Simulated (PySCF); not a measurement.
## Au⁺: excitation energy

Au⁺ [Xe] 4f14 5d10 (1S) → Au⁺ [Xe] 4f14 5d9 6s1 (3D), as a difference of total energies. Calculation: PySCF 2.14, in def2-QZVPPD with the def2 core potential (60 electrons); a scalar-relativistic core potential. Correlated levels: valence: 5s2 5p6 frozen; valence and next inner shell: nothing frozen outside the core potential. The calculations carry no spin-orbit coupling.

| method | excitation energy (eV) |
| --- | --- |
| UHF | 2.104 |
| LDA | 2.229 |
| PBE | 2.200 |
| PBE0 | 2.304 |
| PW91 | 2.194 |
| BHandHLYP | 2.334 |
| BLYP | 2.140 |
| MP2 (valence) | 2.706 |
| SCS-MP2 (valence) | 2.773 |
| MP2 (valence and next inner shell) | 2.456 |
| SCS-MP2 (valence and next inner shell) | 2.515 |

**Question.** Estimate what r2SCAN gives.

**Answer.** 2.044 eV, closest to UHF among the rows shown.

**Question.** Estimate what CAM-B3LYP gives.

**Answer.** 2.297 eV, closest to PBE0 among the rows shown.
